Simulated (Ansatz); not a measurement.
A run of Ansatz (development build ahead of 0.2.0) on singlet H₄ in separate pieces at this shape:

```json
{"atom": "H", "x (Å)": "0.3700", "y (Å)": "0.0000", "z (Å)": "4.3000"}
{"atom": "H", "x (Å)": "-0.3700", "y (Å)": "0.0000", "z (Å)": "4.3000"}
{"atom": "H", "x (Å)": "0.3700", "y (Å)": "0.0000", "z (Å)": "0.0000"}
{"atom": "H", "x (Å)": "-0.3700", "y (Å)": "0.0000", "z (Å)": "0.0000"}
```

Its results:

```
Converged                       : yes
Total energy                    : -2.25351 hartree
Spin squared of the determinant : 0.000
```

Question: Which input gives this output? Name the method, the orbitals and the basis set, and write the input.

Answer: RHF in 6-31G. An unrestricted run that stays on the closed shell gives the same numbers.

```yaml
crystal:
  periodic: [false, false, false]
  atoms:
    - { symbol: H, position_ang: [0.37, 0.0, 4.3] }
    - { symbol: H, position_ang: [-0.37, 0.0, 4.3] }
    - { symbol: H, position_ang: [0.37, 0.0, 0.0] }
    - { symbol: H, position_ang: [-0.37, 0.0, 0.0] }
basis:
  gaussian: { orbitals: "6-31G" }
hamiltonian:
  xc: hf
```
